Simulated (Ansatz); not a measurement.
Program: Ansatz. Geometries: PBE0-D4/def2-TZVP. ΔE: electronic, gas phase. CBS: MP2 limit from def2 TZ/QZ plus the TZ coupled-cluster correction, frozen cores. One conformer a species, not always the lowest.

`O[Si](F)(Cl)Cl` + `B[SiH2]N=C` → `C=N[Si](O)(F)Cl` + `B[SiH2]Cl`  (redistribution)

`O[Si](F)(Cl)Cl`:

Z-matrix (Å, degrees):
```
Si
F 1 1.579
Cl 1 2.026 2 106.6
O 1 1.612 2 111.1 3 121.9
Cl 1 2.011 2 108.3 3 -119.9
H 4 0.959 1 118.9 2 -75.5
```

`B[SiH2]N=C`:

```xyz
10

B     1.297    1.463    0.724
Si    0.640   -0.357    0.198
N    -1.099   -0.494    0.288
C    -1.839   -0.776   -0.688
H     2.473    1.681    0.706
H     0.572    2.350    1.063
H     1.204   -1.354    1.153
H     1.147   -0.698   -1.174
H    -2.926   -0.834   -0.562
H    -1.469   -0.981   -1.707
```

`C=N[Si](O)(F)Cl`:

Cartesian coordinates in Å:
```
C 0.033 1.534 -0.911
N -0.503 0.712 -0.124
Si 0.048 -0.867 0.246
O 0.225 -1.053 1.841
F 1.465 -1.199 -0.378
Cl -1.294 -2.175 -0.537
H -0.411 2.526 -1.055
H 0.946 1.331 -1.488
H -0.509 -0.810 2.407
```

`B[SiH2]Cl`:

```xyz
7

B    -0.720   -0.334    0.946
Si    0.383    0.273   -0.612
Cl    2.179   -0.727   -0.798
H    -1.772    0.203    1.134
H    -0.386   -1.203    1.693
H    -0.375    0.066   -1.876
H     0.691    1.723   -0.486
```

```json
{"species": "`O[Si](F)(Cl)Cl`", "CCSD(T)/CBS(def2) energy (Eh)": "-1384.43664"}
{"species": "`B[SiH2]N=C`", "CCSD(T)/CBS(def2) energy (Eh)": "-410.17839"}
{"species": "`C=N[Si](O)(F)Cl`", "CCSD(T)/CBS(def2) energy (Eh)": "-1018.56254"}
{"species": "`B[SiH2]Cl`", "CCSD(T)/CBS(def2) energy (Eh)": "-776.05948"}
```

Q: Work out ΔE.

A: ΔE = (-1018.56254) + (-776.05948) − (-1384.43664) − (-410.17839) = -0.00699 Eh = -18.4 kJ/mol.

Largest T1 diagnostic among the species: 0.013.

From BLYP to BHLYP (50 % exact exchange), in def2-TZVPP and without D4, ΔE moves by −4.7 kJ/mol. Leaving LDA and LC-ωPBE aside and taking each functional with its dispersion term where it has one, the values, not all of them listed here, spread over 6.6 kJ/mol, from BHLYP-D4 to B97M-V. In def2-TZVPP, CCSD(T) changes the Hartree–Fock value by +7.9 kJ/mol (the triples alone add +1.4 kJ/mol) and MP2 by +9.4 kJ/mol.
